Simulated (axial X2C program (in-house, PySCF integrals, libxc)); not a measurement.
**Nuclear properties of WB**

Calculated with an axial X2C code built on PySCF integrals: two-component X2C with atomic mean-field Coulomb and Gaunt terms, Gaussian nuclei, basis W dyall-cv3z, B dyall-v3z with contracted cores.

R = 2.106 Å (near the PBE0 minimum at charge 0 of the determinant lowest at the starting distance; the state shown can have its own minimum elsewhere).

Input and command:
```json
{"zs": [74, 5], "q": 0, "bas": ["dyall-cv3z", "dyall-v3z"], "r0": 2.22, "levels": ["PBE0", "HF", "r2SCAN", "BHandHLYP", "BP86"], "nst": 3}
```
```bash
python soeom.py task.json out
```

Keys: zs atomic numbers; q charge; bas basis sets; r0 starting distance in Å; levels methods; nst determinants followed.

Determinant lowest in the PBE0 search, Ω = 5/2 (⟨Sz⟩ = 2.45, ⟨Lz⟩ = 0.05 at PBE0), spin on the atoms W 2.36, B 0.09:

| level | Eeff magnitude (GV/cm) | Ws magnitude W (kHz) | A∥/gI W (MHz) | qzz W (a.u.) | A∥/gI B (MHz) | qzz B (a.u.) | μ (D) |
| --- | --- | --- | --- | --- | --- | --- | --- |
| PBE0 | 29.3 | 10.7 | 1480 | -1.83 | -8.4 | -0.47 | -3.09 |
| r2SCAN | 26.9 | 9.82 | 1890 | -2.03 | -3.73 | -0.46 | -3.01 |
| BHandHLYP | 26.9 | 9.68 | 1290 | -1.34 | -9.5 | -0.49 | -3.27 |
| BP86 | 17.2 | 5.89 | 1470 | -1.98 | -5.21 | -0.43 | -2.64 |

Determinant 0.06 eV from it at PBE0 and this distance, Ω = 7/2 (⟨Sz⟩ = 2.47, ⟨Lz⟩ = 1.03 at PBE0), spin on the atoms W 2.28, B 0.19:

| level | Eeff magnitude (GV/cm) | Ws magnitude W (kHz) | A∥/gI W (MHz) | qzz W (a.u.) | A∥/gI B (MHz) | qzz B (a.u.) | μ (D) |
| --- | --- | --- | --- | --- | --- | --- | --- |
| PBE0 | 19.6 | 5.09 | 1760 | -0.55 | 39.2 | -0.10 | -2.79 |
| HF | 11.9 | 2.65 | 1440 | -1.29 | 31.2 | -0.16 | -3.27 |
| r2SCAN | 22.9 | 6.19 | 1900 | -0.61 | 42.4 | -0.11 | -2.72 |
| BHandHLYP | 17.3 | 4.33 | 1730 | -0.69 | 40.3 | -0.15 | -2.99 |
| BP86 | 23.1 | 6.15 | 1820 | -0.72 | 42.9 | -0.08 | -2.44 |

Eeff is the effective electric field on the electron electric dipole moment in this Ω state and Ws the scalar–pseudoscalar constant of the nucleus named (defined with the proton number Z and per Ω); A∥ (defined per Ω) follows by multiplying with gI = μI/(I μN); qzz is the electric field gradient, eQq0 = 234.96 MHz × Q/barn × qzz; μ is positive if the B end (last atom) is positive. The operators were transformed with the bare-nucleus X2C matrices; with these basis sets, hyperfine constants and field gradients can be off by tens of per cent, and where levels differ in sign neither size nor sign is settled.

Problem. With gI(183W) = 0.2356, Q(11B) = 0.04059 barn (g factors from the IAEA table of nuclear moments by Stone; Q from Pyykkö, Mol. Phys. 2018), turn the PBE0 values of the first state into constants in MHz.

Solution. A∥(183W) = 1480 × 0.2356 = 349 MHz; eQq0(11B) = 234.96 × (0.04059) × (-0.47) = -4.48 MHz.

Each state is one determinant with collinear spin, which with several unpaired electrons need not be a pure state. Unrestricted Hartree–Fock can overshoot spin polarisation at the nuclei. This is the top spin component of a Σ state; components of lower Ω are not single determinants and can lie lower. With several open shells hyperfine constants can be off by a factor of several. Left out as unconverged or as another state under the same occupation: HF in at least one table. States lie within half an eV, so the first need not be the ground state. Further determinants of the search, some of them spin-mixed, are not shown. Where a field gradient or hyperfine factor spreads by more than a factor of two over the levels, a constant derived from it is not to be relied on. PBE0 term energies can be off by some tenths of an eV.
